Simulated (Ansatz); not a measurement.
Compare A (`[NH2][AlH][C](=O)O[SiH3]`) with its isomer B (`O=CO[SiH2][NH][AlH2]`).

Program: Ansatz. Geometries: PBE0-D4/def2-TZVP. ΔE: electronic, gas phase. CCSD(T)/CBS is the MP2 limit (def2-TZVPP, def2-QZVPP) plus CCSD(T) − MP2 in def2-TZVPP, frozen cores. DFT in def2-TZVPP. B3LYP here is the variant with VWN-RPA as its local correlation; programs differ in this. Each species was taken in one conformer, which may not be the lowest.

Question: Which isomer does CCSD(T)/CBS put lower? Give the gap. (Best estimate.)

Answer: The calculation gave: B, by 18.7 kcal/mol.

Question: Give E(B) − E(A) in kcal/mol with CCSD/def2-TZVPP, ωB97M-V, B3LYP, HF/def2-TZVPP, MP2/def2-TZVPP, r2SCAN-D4, PBE0-D4. (Estimate.)

Answer: Ansatz gave: CCSD/def2-TZVPP -19.4, ωB97M-V -18.7, B3LYP -17.1, HF/def2-TZVPP -22.3, MP2/def2-TZVPP -19.7, r2SCAN-D4 -18.3, PBE0-D4 -18.4. None reverses the order clearly.

Largest T1 diagnostic: 0.016.

In def2-TZVPP, CCSD(T) changes the Hartree–Fock value by +3.4 kcal/mol (the triples alone add +0.6 kcal/mol) and MP2 by +2.6 kcal/mol. From PBE to PBE0 (25 % exact exchange), in def2-TZVPP and without D4, E(B) − E(A) moves by −2.5 kcal/mol.
